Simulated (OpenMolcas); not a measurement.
**4d3 along the 39-electron sequence**

| Item | Value |
| --- | --- |
| Program | OpenMolcas |
| Method | SS-CASPT2, IPEA 0.25 Eh, imaginary shift 0.1 Eh |
| Basis | ANO-R3 |
| Scalar Hamiltonian | X2C, finite nucleus |
| Spin-orbit coupling | state interaction with AMFI integrals over the reference wave functions, term energies averaged over their components |

Active space for each ion: 3 electrons in 5 orbitals (4d); closed shells correlated by CASPT2: 4s 4p.

Computed levels in cm-1 above 4F 3/2:

```tsv
Level	Tc4+	Ru5+	Rh6+	Pd7+
4F 5/2	1035	1387	1815	2300
4F 7/2	2320	3070	3960	4960
4F 9/2	3740	4890	6210	7690
4P 3/2	12450	13900	15040	16480
4P 1/2	12460	13980	15240	16850
2G 7/2	13780	15820	17630	19820
4P 5/2	14040	16070	17920	20200
2G 9/2	14630	16830	18750	21050
2D 3/2(1)	17390	19820	21970	24530
weight of 4F in the lowest level (%)	99	98	97	97
```

Mixed levels, with the weight of the term that names them: Tc4+ 2D 3/2(1) (56 %), Ru5+ 2G 9/2 (73 %), Ru5+ 2D 3/2(1) (57 %), Rh6+ 2G 9/2 (67 %), Rh6+ 2D 3/2(1) (57 %), Pd7+ 2G 9/2 (61 %), Pd7+ 2D 3/2(1) (57 %).

The fine-structure level 4F 9/2 changes by a factor of 2.06 from Tc4+ to Pd7+. Its fourth root runs 7.82, 8.36, 8.88, 9.36, with steps per unit of Z of 0.54, 0.51, 0.49; equal steps would mean a (Z - σ)^4 law with constant σ.

4P 3/2 changes by a factor of 1.32 over the same range, with steps per unit of Z of +1450, +1140, +1440 cm-1.

CASPT2 does not keep the components of a term degenerate, so their means are used; among the terms shown or strongly mixed into the levels shown the widest spread is 720 cm-1 (4d3 4F, Pd7+). The CASPT2 spread within a term exceeds the gap to the next term for 4d3 2P and 4d3 2H, so the order of their levels is uncertain. Levels of configurations outside the active space are missing.

A number in round brackets counts repeated terms of one configuration in the order of the reference energies.
